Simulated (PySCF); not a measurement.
Compound: C4H10Si.
Geometry (PBE0-D3(BJ)/def2-SVP, Å), atoms numbered from 1 in this order:
```
atom  x, y, z in Å
C1     2.1168   -0.4641   -1.0871
C2     1.7381   -0.1397    0.1525
C3     0.7698    0.9336    0.5203
Si4   -0.9336    0.2197    0.9646
C5    -1.6714   -0.6911   -0.5009
H6     1.7545    0.0883   -1.9605
H7     2.8089   -1.2895   -1.2723
H8     2.1344   -0.7314    0.9883
H9     0.6319    1.6483   -0.3089
H10    1.1274    1.5076    1.3921
H11   -1.8323    1.3407    1.3912
H12   -0.7781   -0.7118    2.1280
H13   -2.6396   -1.1460   -0.2422
H14   -0.9900   -1.4892   -0.8341
H15   -1.8311   -0.0047   -1.3472
```

Theory: PySCF, PBE0-D3(BJ)/def2-SVP geometry optimisation, gas phase.

Masses are those of the commonest isotopes; rigid-rotor values at the optimised geometry. The values belong to one conformer with, in the numbering `[CH2:1]=[CH:2][CH2:3][SiH2:4][CH3:5]`, C1–C2–C3–Si4 103°, C2–C3–Si4–C5 -61°.

(1) Give the principal moments of inertia and the rotational constants in MHz.

(2) What kind of rotor is it?

(3) What does the inertial defect say?

(4) Predict some low-J microwave lines.

(5) Estimate the classical rotational partition function at 25 K, 50 K and 500 K.

## Answers

(1) Ia = 82.85, Ib = 213.56, Ic = 266.76 u·Å²; 505379 MHz·u·Å²/I gives A = 6100, B = 2366, C = 1894 MHz.

(2) An asymmetric top; Ray's κ = -0.776.

(3) Not planar: Δ = Ic − Ia − Ib = -29.65 u·Å². For a rigid frame Δ = −2 Σ m c², so Σ m c² = 14.82 u·Å² lies off the ab plane: 10.37 from hydrogen and 4.45 from heavier atoms. The atom farthest from that plane is 1.57 Å away.

(4) The dipole components are |μa| = 0.05 D, |μb| = 0.28 D, |μc| = 0.25 D. The squared components, which scale the intensities, stand as 0.03 : 1.00 : 0.83 (a : b : c). Some of the stronger lines:

```json
{"type": "b", "branch": "R", "J(Ka,Kc)": "3(1,2) ← 2(2,1)", "MHz": "2264", "lower level (cm⁻¹)": "0.956"}
{"type": "c", "branch": "Q", "J(Ka,Kc)": "3(1,3) ← 3(0,3)", "MHz": "2736", "lower level (cm⁻¹)": "0.846"}
{"type": "b", "branch": "Q", "J(Ka,Kc)": "1(1,0) ← 1(0,1)", "MHz": "4205", "lower level (cm⁻¹)": "0.142"}
{"type": "b", "branch": "R", "J(Ka,Kc)": "2(0,2) ← 1(1,1)", "MHz": "4747", "lower level (cm⁻¹)": "0.267"}
{"type": "b", "branch": "Q", "J(Ka,Kc)": "3(1,2) ← 3(0,3)", "MHz": "5566", "lower level (cm⁻¹)": "0.846"}
{"type": "b", "branch": "R", "J(Ka,Kc)": "1(1,1) ← 0(0,0)", "MHz": "7994", "lower level (cm⁻¹)": "0.000"}
{"type": "c", "branch": "Q", "J(Ka,Kc)": "2(2,1) ← 2(1,1)", "MHz": "11200", "lower level (cm⁻¹)": "0.582"}
{"type": "b", "branch": "R", "J(Ka,Kc)": "2(1,2) ← 1(0,1)", "MHz": "11783", "lower level (cm⁻¹)": "0.142"}
{"type": "b", "branch": "Q", "J(Ka,Kc)": "2(2,1) ← 2(1,2)", "MHz": "12616", "lower level (cm⁻¹)": "0.535"}
{"type": "c", "branch": "R", "J(Ka,Kc)": "2(1,1) ← 1(0,1)", "MHz": "13199", "lower level (cm⁻¹)": "0.142"}
{"type": "c", "branch": "R", "J(Ka,Kc)": "3(1,2) ← 2(0,2)", "MHz": "18183", "lower level (cm⁻¹)": "0.425"}
{"type": "c", "branch": "Q", "J(Ka,Kc)": "3(3,1) ← 3(2,1)", "MHz": "19664", "lower level (cm⁻¹)": "1.389"}
{"type": "b", "branch": "Q", "J(Ka,Kc)": "3(3,0) ← 3(2,1)", "MHz": "19666", "lower level (cm⁻¹)": "1.389"}
{"type": "b", "branch": "Q", "J(Ka,Kc)": "3(3,1) ← 3(2,2)", "MHz": "19872", "lower level (cm⁻¹)": "1.382"}
{"type": "b", "branch": "R", "J(Ka,Kc)": "3(2,2) ← 2(1,1)", "MHz": "23983", "lower level (cm⁻¹)": "0.582"}
{"type": "c", "branch": "R", "J(Ka,Kc)": "3(2,1) ← 2(1,1)", "MHz": "24191", "lower level (cm⁻¹)": "0.582"}
{"type": "b", "branch": "R", "J(Ka,Kc)": "3(2,1) ← 2(1,2)", "MHz": "25607", "lower level (cm⁻¹)": "0.535"}
```

(5) Point group C1, symmetry number σ = 1; q = (√π/σ)·√((kT/h)³/(ABC)), k/h = 20836.6 MHz/K: 4030 at 25 K, 11400 at 50 K, 360000 at 500 K.

PBE0-D3(BJ)/def2-SVP frequencies: not computed here. These are rigid-rotor constants of the computed structure; measured ground-state constants (B0) also hold zero-point vibration. A rigid rotor knows nothing of internal rotation, which can split or shift real lines.

Hardware: one thread of an Arm Neoverse V1, on a shared host. Cost: 37 s, 0.48 GiB resident at most. That covers the optimisation of the geometry.
